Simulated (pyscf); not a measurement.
PySCF, gas phase, ωB97X-D3(BJ)/def2-SVP geometries.

SMILES: [Ta]([O]S)([Cl])([Cl])([Cl])[Cl]
```xyz
8

S      2.3338     1.2338    -1.9467
O      1.0200     1.4245    -0.9604
Ta    -0.3400     0.8412     0.1844
Cl    -1.9885     1.6742    -1.1512
Cl     0.3277     2.2141     1.8767
Cl     0.6082    -1.2515    -0.1718
Cl    -1.8768    -0.2425     1.5531
H      2.4167    -0.1081    -1.7738
```
Charge 0, spin multiplicity 1.

### Question
How much does it cost (ΔH, 298 K, ωB97M-D3(BJ)/def2-TZVP) to split HS–O–Ta(Cl)(Cl)(Cl)–Cl (SMILES S[O][Ta]([Cl])([Cl])([Cl])[Cl]) at its O–Ta bond into •O–SH + [Cl–Ta(Cl)(Cl)–Cl]•?

### Answer
O–Ta to •O–SH + [Cl–Ta(Cl)(Cl)–Cl]•: 234.8 kJ/mol. The 7 functionals that were run give +234.7 (M06-2X) to +250.6 kJ/mol (ωB97X-D3(BJ)). The radicals are drawn with the spin at the cut bond; how far it spreads was not checked. Open-shell species with a d-block atom are single-reference here; other states, and whether the spin sits on metal or ligand, were not checked. Elements past Kr carry the def2 core potentials, without spin-orbit coupling.
